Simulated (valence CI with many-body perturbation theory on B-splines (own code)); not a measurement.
**In¹⁷⁺: what each term of the Hamiltonian does**

Calculated by valence CI with perturbative core correlation (CI+MBPT): four valence electrons over a frozen Dirac-Fock core [Ar] 3d10, a basis of 11 s, 11 p, 9 d, 7 f, 5 g, 2 h, 1 i functions for each j, with the one-electron correlation potential Σ1, the two-electron term Σ2, the three-electron term Σ3, Breit, model QED; selected CI, second order for the rest (own B-spline code, finite nucleus).

No measured spectrum was set against this ion. As an estimate, levels hold to about 250 cm⁻¹ or 0.2 % of their energy and the worst to 1 %, as in measured heavy ions of charge 2 to 7; those with d or f electrons hold less well.

Each rung adds one term. CI alone is the Dirac-Coulomb CI over the frozen core; QED comes last and gives the full result, which names the levels. Energies are above (4s^2 4p1/2^2) J=0 on the same rung, in cm⁻¹.

Levels are named by their leading jj configuration (3d3/2^4 stands for four electrons in 3d with j = 3/2), which in mixed levels can hold well under half, so a name can repeat and another be missing. Letters in brackets count levels of one name in rising energy.

```
                     Level  CI alone    + Σ1    + Σ2    + Σ3  + Breit    Full
    (4s^2 4p1/2 4p3/2) J=1     58422   59071   59547   59597    58578   58724
    (4s^2 4p1/2 4p3/2) J=2     74504   75197   75425   75440    74324   74475
        (4s^2 4p3/2^2) J=2    145881  147235  147758  147780   145659  145938
        (4s^2 4p3/2^2) J=0    187124  188510  188232  188118   186082  186336
    (4s 4p1/2^2 4p3/2) J=2    357467  358553  362012  362236   361804  360487
    (4s 4p1/2^2 4p3/2) J=1    423515  424610  425406  425505   425131  423855
(4s 4p1/2 4p3/2^2) J=2 [a]    435581  436968  438977  439127   438218  437007
    (4s 4p1/2 4p3/2^2) J=3    457362  458929  460889  461042   459768  458594
    (4s 4p1/2 4p3/2^2) J=0    493315  494928  495697  495731   494615  493419
(4s 4p1/2 4p3/2^2) J=1 [a]    502523  504229  504634  504688   503392  502226
(4s 4p1/2 4p3/2^2) J=2 [b]    509245  510925  511098  511195   509789  508700
(4s 4p1/2 4p3/2^2) J=1 [b]    560576  562157  555219  555150   554242  552973
          (4s 4p3/2^3) J=2    566336  568362  568414  568519   566398  565470
    (4s^2 4p1/2 4d3/2) J=2    623132  624214  623673  623818   621882  621792
          (4s 4p3/2^3) J=1    639960  642216  636466  636398   634354  633296
    (4s^2 4p1/2 4d5/2) J=3    651962  653269  653023  653178   650646  650689
    (4s^2 4p1/2 4d5/2) J=2    680195  681479  676781  676804   674587  674493
    (4s^2 4p1/2 4d3/2) J=1    691006  692177  686536  686498   684589  684504
    (4s^2 4p3/2 4d5/2) J=4    703259  705125  705769  705962   702465  702622
```

(1) How does the ionisation energy move along the ladder, and which term matters most?

Results:

(1) CI alone 462.72, + Σ1 464.02, + Σ2 463.95, + Σ3 463.86, + Breit 463.53, + QED 463.55 eV. The largest step is Σ1, 1.30 eV. NIST lists 462 ± 3 eV (theoretical).
